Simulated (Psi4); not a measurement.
Lewis adduct: BF3 (SMILES FB(F)F) (first 4 atoms) with CH5N (SMILES CN); geometry from B3LYP-D3(BJ)/def2-TZVP, rigid monomers moved along the line of their centres of mass till B2···N6 is 1.91 Å.
(charge 0, multiplicity 1):
```xyz
11

F     -0.55506    -1.01569     0.57119
B     -0.06718     0.21498     0.94590
F     -0.79610     1.27627     0.45883
F      1.29215     0.34956     0.78142
C      0.39336    -0.81393     3.61395
N     -0.30490     0.24409     2.84509
H      1.45873    -0.72937     3.41778
H      0.04432    -1.77927     3.25764
H      0.19964    -0.71579     4.68104
H     -0.00371     1.16698     3.14954
H     -1.30924     0.19716     3.00077
```

These are SAPT0/jun-cc-pV(D+d)Z (Psi4) values and carry that method's errors.

Which attractive term is largest, and how does the interaction split up?

electrostatics -63.80, exchange 59.77, induction -41.39, dispersion -7.98, total -53.41 kcal/mol; the largest attraction is electrostatics.
